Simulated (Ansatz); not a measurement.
Input file for `[SiH3]CCSS`:

```yaml
crystal:
  periodic: [false, false, false]
  atoms:
    - {symbol: Si, position_ang: [-1.765097, -0.475725, 0.033272]}
    - {symbol: C, position_ang: [-0.208454, 0.153384, 0.892194]}
    - {symbol: C, position_ang: [1.083938, -0.465963, 0.392655]}
    - {symbol: S, position_ang: [1.299828, -0.416986, -1.407473]}
    - {symbol: S, position_ang: [1.160450, 1.565423, -1.860880]}
    - {symbol: H, position_ang: [-2.936999, -0.187766, 0.905730]}
    - {symbol: H, position_ang: [-1.993363, 0.183598, -1.277083]}
    - {symbol: H, position_ang: [-1.675741, -1.947770, -0.168868]}
    - {symbol: H, position_ang: [-0.302761, -0.032635, 1.967731]}
    - {symbol: H, position_ang: [-0.167911, 1.240468, 0.771147]}
    - {symbol: H, position_ang: [1.962076, -0.018645, 0.864832]}
    - {symbol: H, position_ang: [1.110181, -1.541296, 0.601693]}
    - {symbol: H, position_ang: [2.454354, 1.908912, -1.700147]}
basis:
  gaussian: {orbitals: def2-TZVPP}
correlation: {method: ccsd_t}
```

```sh
$ ansatz run in.yaml --threads 4 --pin off --events-out ev --progress --plain --max-ram 10444MiB
```

Log, shortened:

```
Functional definition: HF
1706 factors; integrals over basis functions are off by at most 1.1e-3 eV
mean field evaluation 1: about -31682.6490 eV, gradient 3.1e1 eV
mean field evaluation 2: about -31683.0146 eV, gradient 3.1e1 eV
mean field evaluation 4: about -31686.2051 eV, gradient 4.5e0 eV
mean field evaluation 8: about -31686.2845 eV, gradient 2.7e-1 eV
mean field -31686.28496537 eV, -1164.4494947419 hartree, gradient 2.5e-6 eV, S^2 0.000000; 0 other end points of the search recorded, 0 dependent functions left out
17 core orbitals not correlated: weight in the atoms' cores, before any rotation towards them, 1.000 or more for the frozen orbitals, at most 0.000 for the correlated occupied ones
reference -31686.28496537 eV, -1164.4494947419 hartree; 16, 16 occupied and 267, 267 virtual orbitals, 1706 factors
second order -22.73056845 eV of doubles, -0.00000000 eV of singles
cycle   1  -23.91124902 eV  change    -1.2e0 eV  update   1.1e-1
cycle   2  -24.58377340 eV  change   -6.7e-1 eV  update   3.2e-2
cycle   3  -24.68461966 eV  change   -1.0e-1 eV  update   1.4e-2
cycle   4  -24.67737403 eV  change    7.2e-3 eV  update   3.5e-3
cycle   5  -24.67650491 eV  change    8.7e-4 eV  update   1.6e-3
cycle   6  -24.67633960 eV  change    1.7e-4 eV  update   4.9e-4
cycle   7  -24.67617807 eV  change    1.6e-4 eV  update   1.9e-4
cycle   8  -24.67622778 eV  change   -5.0e-5 eV  update   6.8e-5
cycle   9  -24.67623822 eV  change   -1.0e-5 eV  update   2.4e-5
perturbative correction -1.08915240 eV, -0.0400256126 hartree
Total energy: -31712.05035599 eV, -1165.3963553828 hartree
```

Run time 6 min (4 threads of an Arm Neoverse V1 on a shared host); peak host memory 9.2 GiB.

The correlation energy is -25.765 eV, 4.2 % of it from (T); the T1 diagnostic reads 0.0115.
